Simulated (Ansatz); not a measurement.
Mulliken charges of CH₂ClNSSi, SMILES `N=C1S[SiH]1Cl` from PBE/def2-TZVPP in Ansatz (PBE0-D4/def2-TZVP geometry).

```csv
atom,x (Å),y (Å),z (Å),charge (e)
N1,-0.810,-0.248,1.794,-0.202
C2,-0.096,-0.206,0.769,-0.033
S3,1.692,-0.507,0.611,-0.103
Si4,0.415,0.017,-0.967,0.367
Cl5,0.522,1.867,-1.801,-0.172
H6,-1.780,-0.025,1.573,0.179
H7,0.118,-0.965,-2.026,-0.036
```

Task: By hand: the dipole of these point charges (1 e Å = 4.8032 D).

Result: Σ q r = (-0.268, -0.176, -0.141) e Å, of length 0.350 e Å = 1.68 D.

Task: How does the dipole of the full density compare? (An estimate is asked.)

Result: Ansatz gave: (-0.197, -0.021, -0.425) e Å, 2.25 D; the point charges give 0.75 times that, at 45° from its direction.

Point charges leave out the atoms' own dipoles, such as those of lone pairs, and Mulliken's split depends on the basis, so the two needn't agree.
